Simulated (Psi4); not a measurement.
C$_{2}$H$_{5}$S (SMILES C[CH-]S), charge -1, singlet, at a GFN2-xTB geometry (a gas-phase anion, which may not be bound at this level); Psi4 with HF/STO-3G.

Psi4 was given this input:
```
memory 2 GB

molecule mol {
-1 1
  C     1.524343    0.560931    0.314908
  C     0.044534    0.876769    0.100162
  S    -0.855375   -0.671745   -0.236502
  H    -1.442752   -0.785433    0.974973
  H    -0.042398    1.421991   -0.870869
  H     2.053462    1.500953    0.524441
  H     1.646050   -0.089133    1.189398
  H     2.058378    0.073345   -0.524334
}

set basis sto-3g
set reference rhf

energy('scf')
print_variables()
```

It wrote (shortened):

```
   => Loading Basis Set <=

    Name: STO-3G
    Role: ORBITAL
    Keyword: BASIS

         ---------------------------------------------------------
                                   SCF
               by Justin Turney, Rob Parrish, Andy Simmonett
                          and Daniel G. A. Smith
                              RHF Reference
         ---------------------------------------------------------

  ==> Geometry <==

    Molecular point group: c1
    Full point group: C1

    Geometry (in Angstrom), charge = -1, multiplicity = 1:

       Center              X                  Y                   Z               Mass
    ------------   -----------------  -----------------  -----------------  -----------------
         C            1.593435433943     0.595127238158     0.335836736387    12.000000000000
         C            0.113626433943     0.910965238158     0.121090736387    12.000000000000
         S           -0.786282566057    -0.637548761842    -0.215573263613    31.972071174400
         H           -1.373659566057    -0.751236761842     0.995901736387     1.007825032230
         H            0.026694433943     1.456187238158    -0.849940263613     1.007825032230
         H            2.122554433943     1.535149238158     0.545369736387     1.007825032230
         H            1.715142433943    -0.054936761842     1.210326736387     1.007825032230
         H            2.127470433943     0.107541238158    -0.503405263613     1.007825032230

  Running in c1 symmetry.

  Rotational constants: A =      1.07378  B =      0.18365  C =      0.16964 [cm^-1]
  Rotational constants: A =  32190.97564  B =   5505.57428  C =   5085.69717 [MHz]
  Nuclear repulsion =   98.459566611915420

  Charge       = -1
  Multiplicity = 1
  Electrons    = 34
  Nalpha       = 17
  Nbeta        = 17

  ==> Algorithm <==

  SCF Algorithm Type is DF.
  DIIS enabled.
  MOM disabled.
  Fractional occupation disabled.
  Guess Type is SAD.
  Energy threshold   = 1.00e-06
  Density threshold  = 1.00e-06
  Integral threshold = 1.00e-12

  ==> Primary Basis <==

  Basis Set: STO-3G
    Blend: STO-3G
    Number of shells: 16
    Number of basis functions: 24
    Number of Cartesian functions: 24
    Spherical Harmonics?: true
    Max angular momentum: 1

   => Loading Basis Set <=

    Name: (STO-3G AUX)
    Role: JKFIT
    Keyword: DF_BASIS_SCF

  ==> Integral Setup <==

  SCF_SUBTYPE=INCORE selected. In-core MEM_DF algorithm will be used.
  Using in-core AOs.

  ==> MemDFJK: Density-Fitted J/K Matrices <==

    J tasked:                   Yes
    K tasked:                   Yes
    wK tasked:                   No
    Algorithm:                 Core
    Schwarz Cutoff:           1E-12
    Mask sparsity (%):       2.0833
    Fitting Condition:        1E-10

   => Auxiliary Basis Set <=

  Basis Set: (STO-3G AUX)
    Blend: DEF2-UNIVERSAL-JKFIT
    Number of shells: 118
    Number of basis functions: 368
    Number of Cartesian functions: 433
    Spherical Harmonics?: true
    Max angular momentum: 4

  Minimum eigenvalue in the overlap matrix is 2.2274171317E-01.
  Reciprocal condition number of the overlap matrix is 9.5228605532E-02.
    Using symmetric orthogonalization.

  ==> Pre-Iterations <==

  SCF Guess: Superposition of Atomic Densities via on-the-fly atomic UHF (no occupation information).

   -------------------------
    Irrep   Nso     Nmo
   -------------------------
     A         24      24
   -------------------------
    Total      24      24
   -------------------------

  ==> Iterations <==

                           Total Energy        Delta E     RMS |[F,P]|

   @DF-RHF iter SAD:  -468.31170172793924   -4.68312e+02   0.00000e+00
   @DF-RHF iter   1:  -470.57945992822692   -2.26776e+00   9.97304e-03 DIIS/ADIIS
   @DF-RHF iter   2:  -470.63034687691561   -5.08869e-02   1.74507e-03 DIIS/ADIIS
   @DF-RHF iter   3:  -470.63191411493472   -1.56724e-03   4.60764e-04 DIIS/ADIIS
   @DF-RHF iter   4:  -470.63204910007892   -1.34985e-04   9.87206e-05 DIIS
   @DF-RHF iter   5:  -470.63205723079898   -8.13072e-06   1.53928e-05 DIIS
   @DF-RHF iter   6:  -470.63205745490433   -2.24105e-07   3.58283e-06 DIIS
   @DF-RHF iter   7:  -470.63205746594372   -1.10394e-08   8.63921e-07 DIIS
  Energy and wave function converged.

  ==> Post-Iterations <==

    Orbital Energies [Eh]
    ---------------------

    Doubly Occupied:

       1A    -90.399301     2A    -10.767534     3A    -10.542363
       4A     -8.315458     5A     -5.948092     6A     -5.945570
       7A     -5.943532     8A     -0.697427     9A     -0.600524
      10A     -0.422977    11A     -0.289060    12A     -0.283975
      13A     -0.177554    14A     -0.150400    15A     -0.073518
      16A      0.015288    17A      0.120020

    Virtual:

      18A      0.756328    19A      0.827774    20A      0.923019
      21A      0.958445    22A      0.972795    23A      1.064576
      24A      1.088273

    Final Occupation by Irrep:
              A
    DOCC [    17 ]
    NA   [    17 ]
    NB   [    17 ]

  @DF-RHF Final Energy:  -470.63205746594372

   => Energetics <=

    Nuclear Repulsion Energy =             98.4595666119154203
    One-Electron Energy =                -857.3392916545192293
    Two-Electron Energy =                 288.2476675766600920
    Total Energy =                       -470.6320574659437170

Computation Completed

Properties will be evaluated at   0.000000,   0.000000,   0.000000 [a0]

Properties computed using the SCF density matrix

 Multipole Moments:

 ------------------------------------------------------------------------------------
     Multipole            Electronic (a.u.)      Nuclear  (a.u.)        Total (a.u.)
 ------------------------------------------------------------------------------------

 L = 1.  Multiply by 2.5417464519 to convert [e a0] to [Debye]
 Dipole X            :         -4.2732721            4.3086744            0.0354024
 Dipole Y            :         -3.0892637            2.1325160           -0.9567477
 Dipole Z            :         -1.5389922            1.3051305           -0.2338618
 Magnitude           :                                                    0.9855510

 ------------------------------------------------------------------------------------

  Variable Map:
  ----------------------------------------------------------------------------
  "CURRENT ENERGY"           =>    -470.632057465944
  "CURRENT REFERENCE ENERGY" =>    -470.632057465944
  "DD SOLVATION ENERGY"      =>       0.000000000000
  "HF KINETIC ENERGY"        =>     467.197156722646
  "HF POTENTIAL ENERGY"      =>    -937.829214188590
  "HF TOTAL ENERGY"          =>    -470.632057465944
  "HF VIRIAL RATIO"          =>       2.007352143937
  "NUCLEAR REPULSION ENERGY" =>      98.459566611915
  "ONE-ELECTRON ENERGY"      =>    -857.339291654519
  "PCM POLARIZATION ENERGY"  =>       0.000000000000
  "PE ENERGY"                =>       0.000000000000
  "SCF ITERATION ENERGY"     =>    -470.632057465944
  "SCF ITERATIONS"           =>       7.000000000000
  "SCF TOTAL ENERGY"         =>    -470.632057465944
  "TWO-ELECTRON ENERGY"      =>     288.247667576660

  Array Variable Map:
  ----------------------------------------------------------------------------
  "CURRENT DIPOLE"           =>       0.035402377439 ... -0.233861773710 1 by 3
  "SCF DIPOLE"               =>       0.035402377439 ... -0.233861773710 1 by 3
  "SCF TOTAL ENERGIES"       =>    -468.311701727939 ... -470.632057465944 1 by 8
```
